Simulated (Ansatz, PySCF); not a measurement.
Gas-phase reaction (SMILES): O[Si](O)(O)F + Cl (HCl) → O[Si](O)(O)Cl [chloro(trihydroxy)silane] + F (HF); hydrogen chloride cleaves one Si-F bond, a model of a ligand-exchange step.

Structures are relaxed separately at B3LYP-D3(BJ)/def2-TZVP in Ansatz (a program for electronic structure), one conformer each, not searched for the lowest. Valence correlation only, unless marked. No spin-orbit coupling. Non-relativistic. CBS marks a two-point X^-3 extrapolation of the correlation energy; Hartree-Fock from the larger set. The bracket is a focal-point correction in the basis named. Thermal terms are rigid-rotor harmonic-oscillator values from B3LYP-D3(BJ) frequencies (Ansatz or PySCF) at 298.15 K and 1 atm. 1 Eh = 627.5095 kcal/mol.

```tsv
species	E, RI-MP2/CBS(aug-cc-pV(T+d)Z,aug-cc-pV(Q+d)Z)+[CCSD(T)-MP2]/aug-cc-pV(T+d)Z (Ansatz) (Eh)	E, wB97X-V/def2-TZVPD (Ansatz) (Eh)	H - E (Eh)
O[Si](O)(O)F	-616.43984	-617.05683	0.05355
Cl (HCl)	-460.37874	-460.74931	0.01000
O[Si](O)(O)Cl	-976.40476	-977.33141	0.05273
F (HF)	-100.39388	-100.45520	0.01259
```

### Question
Work out ΔE and ΔH at 298.15 K at the first level, then ΔH at the second.

### Answer

1. ΔE = [(-976.40476) + (-100.39388)] - [(-616.43984) + (-460.37874)] = 0.01994 Eh = 12.5 kcal/mol at RI-MP2/CBS(aug-cc-pV(T+d)Z,aug-cc-pV(Q+d)Z)+[CCSD(T)-MP2]/aug-cc-pV(T+d)Z.
2. The terms H - E add up to 0.00177 Eh, so ΔH = (0.01994 + (0.00177))×627.5095 = 13.6 kcal/mol.
3. At wB97X-V/def2-TZVPD the same steps give ΔE = 12.3 and ΔH = 13.4 kcal/mol, a shift of -0.2 from the first level.
4. These values are not checked against measurement here, since the tables used lack a sound gas-phase enthalpy of formation for at least one species.
